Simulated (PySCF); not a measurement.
Electron correlation in Cr²⁺ (chromium, charge +2)

[Ar] 3d4, high-spin 5D determinant. All numbers are calculated (PySCF 2.14, the non-relativistic Hamiltonian (point nucleus), in def2-QZVPPD (11s6p5d3f2g, 93 functions)). Frozen: [Ne]; 12 electrons correlated.

```json
{"level": "CCSD", "correlation energy (mhartree)": "-361.47"}
{"level": "(T)", "correlation energy (mhartree)": "-7.27"}
{"level": "CCSD(T)", "correlation energy (mhartree)": "-368.74"}
```

Diagnostics: T1 = 0.0045, D1 = 0.0109, largest double amplitude 0.023.

Task: Is a single reference adequate?

Result: Yes: T1 lies below 0.03 and no double amplitude reaches 0.07.

This basis was not built for core-valence correlation, so the inner-shell part is incomplete.
